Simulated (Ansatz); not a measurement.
`CN[SiH](C)F` → `C[SiH](F)CN`  (isomerisation)

Computed with Ansatz on PBE0-D4/def2-TZVP structures; ΔE is electronic, products minus reactants. CBS: MP2 limit from def2 TZ/QZ plus the TZ coupled-cluster correction, frozen cores. Functionals use def2-TZVPP. B3LYP here is the variant with VWN-RPA as its local correlation; programs differ in this. One conformer a species, not always the lowest.

| level | ΔE (kJ/mol) |
| --- | --- |
| r2SCAN-D4 | 77.8 |
| B3LYP-D4 | 80.0 |
| B2PLYP | 80.4 |
| PBE0 | 74.4 |
| B3LYP | 79.1 |
| CCSD/def2-TZVPP | 79.1 |
| SCS-MP2/def2-QZVPP | 81.5 |
| HF/CBS(def2) | 86.5 |

What does CCSD(T)/CBS give? (An estimate is asked.)

Ansatz gave: +78.7 kJ/mol. The listed levels differ from it by -0.9, 1.3, 1.7, -4.3, 0.4, 0.4, 2.8, 7.8 kJ/mol.

Largest T1 diagnostic among the species: 0.010.

In def2-TZVPP, CCSD(T) changes the Hartree–Fock value by −7.3 kJ/mol (the triples alone add −0.8 kJ/mol) and MP2 by −5.0 kJ/mol.
